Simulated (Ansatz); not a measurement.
`C[CH](C)[SnH3]` + H₂Se → `[SeH][SnH3]` + `CCC` at 700 K and 1 bar (ligand exchange at the Sn–C bond).

Calculated with Ansatz (gas phase, PBE0-D4/def2-TZVP geometries, no zero-point term in ΔE). CCSD(T)/CBS is the MP2 limit (def2-TZVPP, def2-QZVPP) plus CCSD(T) − MP2 in def2-TZVPP, frozen cores. Elements past krypton have def2 core potentials. For Se, Sn outer-core shells are correlated without core-valence functions, which leaves a few kJ/mol of doubt a bond. Scalar relativity is left out up to krypton.

| species | CCSD(T)/CBS energy (Eh) | H − E (kJ/mol) | S (J/(mol·K)) |
| --- | --- | --- | --- |
| `C[CH](C)[SnH3]` | -334.18096 | 385.8 | 492.2 |
| H₂Se | -2401.89790 | 61.1 | 251.1 |
| `[SeH][SnH3]` | -2617.13827 | 125.7 | 390.7 |
| `CCC` | -118.98051 | 329.4 | 356.3 |

H − E and S are ideal-gas, rigid-rotor, harmonic terms from PBE0-D4/def2-TZVP. 1 Eh = 2625.50 kJ/mol, R = 8.31446 J/(mol·K).

Task: By hand: ΔE, ΔH, ΔS and ΔG.

Result: ΔE = (-2617.13827) + (-118.98051) − (-334.18096) − (-2401.89790) = -0.03992 Eh = -104.8 kJ/mol. Δ(H − E) = 125.7 + 329.4 − 385.8 − 61.1 = 8.2, so ΔH = -96.6 kJ/mol. ΔS = 390.7 + 356.3 − 492.2 − 251.1 = 3.7 J/(mol·K). ΔG = -96.6 − 700 × (3.7)/1000 = -99.2 kJ/mol.

Task: By hand: the equilibrium constant, and the temperature at which ΔG would vanish if ΔH and ΔS stayed fixed.

Result: log₁₀ K = −ΔG/(RT ln 10) = 7.4. ΔH and −TΔS have one sign here, so there is no such temperature. One of them is within its doubt of zero, so this could turn.

The number of gas molecules stays the same, so ΔS is small and ΔH decides. A doubt of 5 kJ/mol in ΔE shifts log₁₀ K by 0.4 here. These are equilibria of isolated gas molecules and say nothing of rates. Largest T1 diagnostic: 0.011 (customary marks: 0.02 for closed shells, 0.045 for open ones).
